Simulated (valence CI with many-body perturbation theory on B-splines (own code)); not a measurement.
# W59+ in brief

Level of theory: configuration interaction combined with many-body perturbation theory (CI+MBPT): five valence electrons over a frozen Dirac-Fock core [Ne], a basis of 9 s, 9 p, 8 d, 6 f, 3 g, 1 h functions for each j, with the one-electron correlation potential Σ1 (screened to all orders), the two-electron term Σ2, the three-electron term Σ3, Breit, model QED; selected single and double excitations, second order for the rest, scaled by the run's own slope (own B-spline code, finite nucleus).

The last digits are not significant, and no measured levels were compared; by estimate large intervals hold to a few tenths of a per cent, small ones and those within an open d or f shell to about a per cent. Among the levels kept, up to 1200 cm⁻¹ of a level comes from second order outside the variational space, and about a tenth of that is noise between levels of different J, which matters for small intervals.

Levels are named by their leading jj configuration (3d3/2^4 stands for four electrons in 3d with j = 3/2), which in mixed levels can hold well under half, so a name can repeat and another be missing.

Rates and lifetimes use the calculated energies. Strong lines usually hold to 10 to 20 %, long lifetimes can be off by a factor of two.

Problem. What is the ground level?

Solution. (3s^2 3p1/2^2 3p3/2) J=3/2, composition 48 % 3s2.3p3 2P° + 27 % 3s2.3p3 2D° + 25 % 3s2.3p3 4S°, g = 1.341.

Problem. Where does the other parity begin?

Solution. At (3s^2 3p1/2^2 3d3/2) J=3/2, 229.65 eV.

Problem. Among levels below 812.43 eV, which E1 lines absorb most strongly from the ground level?

Solution. to (3s^2 3p1/2 3p3/2 3d3/2) J=3/2 at 1.995 nm, f = 0.356; to (3s^2 3p1/2 3p3/2 3d3/2) J=5/2 at 2.031 nm, f = 0.292; to (3s^2 3p1/2 3p3/2 3d3/2) J=1/2 at 1.998 nm, f = 0.125.

Problem. What are the static dipole polarisabilities of the lowest levels?

Solution. (3s^2 3p1/2^2 3p3/2) J=3/2 0.00276 (tensor 0.00021) bohr³, of which the core gives 4.45e-05.

Problem. How well does LS coupling describe the low levels?

Solution. Among the lowest 20 levels the leading LS term, summed over configurations, holds 54 % on average. For single configurations the figures are 52 % in LS and 94 % in jj coupling. Terms mix most in the J = 3/2 level at 571.95 eV, where the leading one holds 33 %.
